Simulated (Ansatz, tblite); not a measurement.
Cost and result up the ladder for TlCl₂ (the lowest doublet isomer of a short search) (3 atoms). Total charge 0; doublet. Geometry: r2SCAN-D4/def2-TZVP.

```xyz
3

Tl    0.004   -0.544    0.466
Cl    1.954    0.971    0.567
Cl   -1.958   -0.427   -1.033
```

Ansatz on 4 threads of Arm Neoverse V2 on a shared host; xTB runs through tblite on one thread. Times are rough, summed over both states, and most runs start from the orbitals of an earlier one. CCSD(T)/def2-TZVPP serves as the yardstick here, not as an exact answer. The other state is a quartet at its own geometry.

In the def2 sets Tl takes a core potential; there is no spin–orbit coupling. The xTB rows come from tblite. LC-ωPBE has ω = 0.4 bohr⁻¹. B3LYP takes the VWN-RPA correlation. Correlated methods freeze 14 core orbitals; core or outer-core shells of Tl are correlated, in sets that lack core-valence functions. The structure comes from a short search, and lower isomers may exist.

xTB has no spin-polarisation term.

```
                           level  functions  wall time
                        GFN1-xTB         22    0.004 s
                        GFN2-xTB         22    0.004 s
                   MP2/def2-TZVP        124      3.5 s
                PBE-D4/def2-TZVP        124      4.6 s
               BLYP-D4/def2-TZVP        124      5.2 s
               RPA@PBE/def2-TZVP        124      6.6 s
               LC-ωPBE/def2-TZVP        124      7.9 s
B3LYP-D4/def2-TZVP (with forces)        124      8.2 s
                B2PLYP/def2-TZVP        124      9.2 s
          CAM-B3LYP-D4/def2-TZVP        124       10 s
             r2SCAN-D4/def2-TZVP        124       12 s
              CCSD(T)/def2-TZVPP        134       33 s
```

Q: Estimate what each level gives for the quartet − doublet (eV).

A: 
```tsv
level	quartet − doublet (eV)	difference from CCSD(T)/def2-TZVPP (eV)
GFN1-xTB	7.23	1.88
GFN2-xTB	7.91	2.56
MP2/def2-TZVP	5.50	0.15
PBE-D4/def2-TZVP	4.94	-0.41
BLYP-D4/def2-TZVP	4.85	-0.50
RPA@PBE/def2-TZVP	4.44	-0.91
LC-ωPBE/def2-TZVP	5.36	0.02
B3LYP-D4/def2-TZVP (with forces)	5.23	-0.12
B2PLYP/def2-TZVP	5.45	0.10
CAM-B3LYP-D4/def2-TZVP	5.39	0.04
r2SCAN-D4/def2-TZVP	5.05	-0.30
CCSD(T)/def2-TZVPP	5.35	0.00
```
